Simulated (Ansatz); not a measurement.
```yaml
crystal:
  periodic: [false, false, false]
  atoms:
    - {symbol: Li, position_ang: [0.443588, 1.454583, -1.292923]}
    - {symbol: Li, position_ang: [0.740988, 0.051212, 1.852408]}
    - {symbol: Li, position_ang: [-1.184589, -1.505746, -0.559661]}
    - {symbol: Br, position_ang: [1.529382, 1.935016, 0.718660]}
    - {symbol: Br, position_ang: [-0.954896, -0.065263, -2.383947]}
    - {symbol: Br, position_ang: [-0.574472, -1.869802, 1.665463]}
basis:
  gaussian: {orbitals: def2-TZVP}
hamiltonian: {xc: {name: B97M-V}}
```

```sh
$ ansatz run in.yaml --threads 4 --pin off --events-out ev --progress --plain --max-ram 3916MiB
```

Output, abridged:

```
Functional definition: B97M-V
  name "B97M-V"
  cite "Mardirossian & Head-Gordon, J. Chem. Phys. 142, 074111 (2015) doi:10.1063/1.4907719"
  cite "Becke, J. Chem. Phys. 107, 8554 (1997) doi:10.1063/1.475007"
  cite "Vydrov & Van Voorhis, J. Chem. Phys. 133, 244103 (2010) doi:10.1063/1.3521275"
  # Of w^i u^j: cxij and so on, Table III.
  parameter cx00 = 1.000
  parameter cx01 = 1.308
  parameter cx02 = 1.901
  parameter cx10 = 0.416
  parameter cx11 = 3.070
  parameter css00 = 1.000
  parameter css02 = -1.855
  parameter css10 = -5.668
  parameter css32 = -20.497
  parameter css42 = -20.364
  parameter cos00 = 1.000
  parameter cos01 = 1.573
  parameter cos03 = -6.298
  parameter cos10 = 2.535
  parameter cos32 = -6.427
  parameter b = 6.0
  parameter c = 0.01
  gx(w, u) = cx00 + cx01*u + cx02*u^2 + (cx10 + cx11*u)*w
  gss(w, u) = css00 + css02*u^2 + css10*w + (css32*w^3 + css42*w^4)*u^2
  gos(w, u) = cos00 + cos01*u + cos03*u^3 + cos10*w + cos32*w^3*u^2
  exchange = spin_sum(e_x_unif_s*gx(b97_w, b97_u_x))
  correlation = spin_sum(e_c_pw_mod_same_spin*gss(b97_w, b97_u_same))
      + integral(e_c_pw_mod_opposite_spin*gos(b97_w_opposite, b97_u_opposite)) + vv10(b, c)
1515 factors; their error is unknown
mean field evaluation 1: about -210725.2053 eV, gradient 2.5e1 eV
mean field evaluation 2: about -210725.4269 eV, gradient 2.9e1 eV
mean field evaluation 4: about -210727.2001 eV, gradient 4.0e-1 eV
mean field evaluation 8: about -210727.1302 eV, gradient 1.4e-2 eV
mean field -210727.13021992 eV, -7744.0791996032 hartree, gradient 2.4e-5 eV, S^2 0.000000; 0 other end points of the search recorded, 0 dependent functions left out
reference -210727.13028556 eV, -7744.0792020154 hartree; 57, 57 occupied and 129, 129 virtual orbitals, 1515 factors
Total energy: -210727.13028556 eV, -7744.0792020154 hartree
```

It took 9.5 s on 4 threads of Arm Neoverse V1 on a shared host.
